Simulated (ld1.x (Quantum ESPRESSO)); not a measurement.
Transferability test, TM potential for magnesium

```json
{
  "Element": "Mg",
  "Generator": "ld1.x (Quantum ESPRESSO) 7.5",
  "Type": "norm-conserving Troullier–Martins (Kleinman–Bylander form)",
  "Functional": "PBE",
  "Relativity": "fully relativistic",
  "Frozen core": "[Ne]",
  "Valence charge": "2",
  "Reference configuration": "3s1.75 3p0.25",
  "Partial waves": "3s (bound): rc 2.05 bohr; 3p (bound): rc 2.80 bohr; 3d channel at 0.05 Ry: rc 2.75 bohr",
  "Local potential": "all-electron potential smoothed inside 2.75 bohr (lloc = -1)",
  "Core correction": "none"
}
```

Open shells are filled in proportion to 2j + 1 (rel_dist='average').

Energies are relative to the spin-unpolarised reference configuration 3s1.75 3p0.25; without spin polarisation the order of configurations can differ from experiment.

| valence configuration | charge | ΔE all-electron (eV) | error AE − PS (meV) |
| --- | --- | --- | --- |
| 3s2 3p0 | 0 | -0.851 | +0.6 |
| 3s1 3p0 | +1 | 7.109 | +5.6 |
| 3s1.5 3p0 | +0.5 | 2.293 | -0.6 |
| 3s1 3p1 | 0 | 2.640 | +7.8 |
| 3s0 3p1 | +1 | 11.477 | +100 |

(1) What are ΔE and the potential's error for 3s0 3p2?

Levels in the configuration 3s1 3p1:

| level | all-electron (eV) | pseudo (eV) |
| --- | --- | --- |
| 3s j=1/2 | -5.671 | -5.648 |
| 3p j=1/2 | -2.076 | -2.077 |
| 3p j=3/2 | -2.068 | -2.069 |

Answers

(1) ΔE = 6.332 eV all-electron; the error (AE − PS) is +60 meV.
